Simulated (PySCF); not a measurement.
**Telling isomers of C4H10O2Si2 apart by NMR**

[PySCF 2.14.0 with density-fitted response routines: GFN2-xTB structure; shielding tensors at PBE0/pcSseg-1 (GIAO); in vacuum; relativity neglected; equivalent nuclei averaged; a single conformation]

δ = σ(ref) − σ, references computed at the same level: TMS for 1H (σ = 31.72 ppm), 13C (σ = 186.93 ppm). Where no couplings were computed, multiplicities follow the n + 1 count of equivalent neighbours, and m marks all less simple cases (inequivalent or close neighbours, rings, F or P nearby). Shifts are as computed. Against solution values, carbons near 30 ppm lie about +3 ppm off and those near 130 ppm about +5 ppm. Of 1211 compounds with measured shifts, 218 miss one by over three times the rms of a fit or turn the order of signals round; such compounds aren't used in these exercises. OH and NH positions are gas-phase values without hydrogen bonding to other molecules.

(1) Tabulate the signals of `O=C([SiH2]O[SiH3])C1CC1`, `O=CO/C(=C\[SiH3])C[SiH3]`, `C=C[Si@@H](O)C(=C)O[SiH3]` and their relative energies.

(2) What is the quickest way to tell O=CO/C(=C\[SiH3])C[SiH3] from C=C[Si@@H](O)C(=C)O[SiH3]?

(3) What is the quickest way to tell O=C([SiH2]O[SiH3])C1CC1 from C=C[Si@@H](O)C(=C)O[SiH3]?

(4) What is the quickest way to tell O=C([SiH2]O[SiH3])C1CC1 from O=CO/C(=C\[SiH3])C[SiH3]?

## Answers

(1) 
```json
{"SMILES": "O=C([SiH2]O[SiH3])C1CC1", "carbon types": "1×C 1×CH 2×CH2", "δC": "252.5, 28.0, 17.1", "δH": "5.17 (s, 3H), 5.17 (s, 2H), 2.20 (m, 1H), 1.34 (m, 2H), 1.02 (m, 2H)", "E rel. (kcal/mol)": "0.0"}
{"SMILES": "O=CO/C(=C\\[SiH3])C[SiH3]", "carbon types": "1×C 2×CH 1×CH2", "δC": "168.1, 165.0, 111.8, 24.6", "δH": "8.18 (s, 1H), 5.64 (q, 1H), 3.92 (t, 3H), 3.91 (d, 3H), 2.10 (q, 2H)", "E rel. (kcal/mol)": "38.0"}
{"SMILES": "C=C[Si@@H](O)C(=C)O[SiH3]", "carbon types": "1×C 1×CH 2×CH2", "δC": "170.0, 143.9, 141.6, 105.0", "δH": "6.50 (m, 1H), 6.39 (m, 1H), 6.15 (m, 1H), 5.26 (d, 1H), 5.05 (br s, 1H), 4.95 (s, 3H), 4.73 (br s, 1H), 2.10 (br s, 1H)", "E rel. (kcal/mol)": "10.0"}
```

Energies are electronic energies at PBE0/pcSseg-1 on these geometries, without zero-point or thermal terms, each for the one conformer computed, which needn't be the lowest.

(2) Both give the same number of carbon signals, but DEPT or the intensities differ. The first has an allylic sp3 CH2 bonded to Si at 24.6 ppm, the second a terminal =CH2 carbon at 141.6 ppm. Their most deshielded carbons lie at 168.1 and 170.0 ppm. In the proton spectra the most deshielded non-exchanging signals are 8.18 (s, 1H) and 6.50 (m, 1H).

(3) Count the carbon signals: 3 against 4. The first has a carbonyl carbon (C) at 252.5 ppm, the second an alkene carbon bearing oxygen (C) at 170.0 ppm. In the proton spectra the most deshielded non-exchanging signals are 5.17 (s, 3H) and 6.50 (m, 1H).

(4) Count the carbon signals: 3 against 4. The first has a carbonyl carbon (C) at 252.5 ppm, the second an alkene carbon bearing oxygen (C) at 168.1 ppm. In the proton spectra the most deshielded non-exchanging signals are 5.17 (s, 3H) and 8.18 (s, 1H).
